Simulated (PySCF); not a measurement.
Electron correlation in S (sulfur, neutral)

[Ne] 3s2 3p4, high-spin 3P determinant. Calculation: PySCF 2.14, in cc-pVTZ-DK; scalar relativity by spin-free X2C-1e. Frozen: [Ne]; 6 electrons correlated.

MP2 pair energies summed by pair of shells (mhartree):

```json
{"pair": "3s-3p", "energy": "-53.72", "share (%)": "46.1"}
{"pair": "3p-3p", "energy": "-53.02", "share (%)": "45.5"}
{"pair": "3s-3s", "energy": "-9.85", "share (%)": "8.4"}
```

Total MP2 correlation energy: -116.59 mhartree.

Same-spin part -27.13 and opposite-spin part -89.47 mhartree; SCS-MP2 scales them by 1/3 and 6/5 to -116.40 mhartree.

```
  level  correlation energy (mhartree)
   CCSD                        -139.46
    (T)                          -4.60
CCSD(T)                        -144.06
```

Diagnostics: T1 = 0.0096, D1 = 0.0298, largest double amplitude 0.059.

Cost of the coupled-cluster step: 0.57 s of wall time on 1 thread of Neoverse-N1 (shared host), for 6 correlated electrons.
